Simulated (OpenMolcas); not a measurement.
An atom or ion with 14 electrons was computed by MS-CASPT2, IPEA 0.25 Eh, imaginary shift 0.1 Eh with spin-orbit coupling (OpenMolcas, ANO-RCC-VTZP, DKH2). The lowest levels that the run gave, each within 12 % of the measured value where one is at hand:

```tsv
J	Parity	E (cm-1)	g
0	even	0.0	
1	even	696	1.501
2	even	1872	1.499
2	even	16560	1.002
0	even	37320	
2	odd	82130	2.002
1	odd	120210	0.500
2	odd	120240	1.168
3	odd	120350	1.334
0	odd	143940	
1	odd	143990	1.500
2	odd	144080	1.500
```

Task: Which ion is it, and what are the configurations and terms?

Result: Ar4+ (Z = 18, charge +4; active space 4 electrons in 8 orbitals (3s 3p 4s 4p)). J, parity and g give the terms where levels are pure, and mixed ones are named by the computed weights; the size of the splittings, set against known spectra of the 14-electron sequence, gives the charge. In order, with the measured energies in cm-1 (Saloman, J. Phys. Chem. Ref. Data 39, 033101 (2010)): 3s2 3p2 3P0, 3s2 3p2 3P1 (763), 3s2 3p2 3P2 (2029), 3s2 3p2 1D2 (16299), 3s2 3p2 1S0 (37912), 3s 3p3 5S* 2, 3s 3p3 3D* 1 (121629), 3s 3p3 3D* 2 (121675), 3s 3p3 3D* 3 (121803), 3s 3p3 3P* 0, 3s 3p3 3P* 1, 3s 3p3 3P* 2.

Term energies are means over components that CASPT2 splits; among the terms shown or strongly mixed into the levels shown the widest spread is 130 cm-1 (3s 3p3 3D*). Over all roots computed the reference weight is 0.85 to 0.99; the roots of lowest weight are the least certain, and an intruder state may touch them. Active for correlation alone: 4p 4s; no level in the range computed is led by a configuration that fills them, so any true level of that kind is missing. Terms of s pⁿ other than that of highest spin mix with s² pⁿ⁻² d, which this space lacks; all of them can be thousands of cm-1 off, and some have no real level of that name. Measured partners are found by configuration, term and J. A level has none where our copy of the source lacks it or the pairing is in doubt (some pairs that miss far off the trend of their configuration count as doubtful), and it then counts in no deviation. Levels of configurations outside the active space are missing.

* marks odd parity.
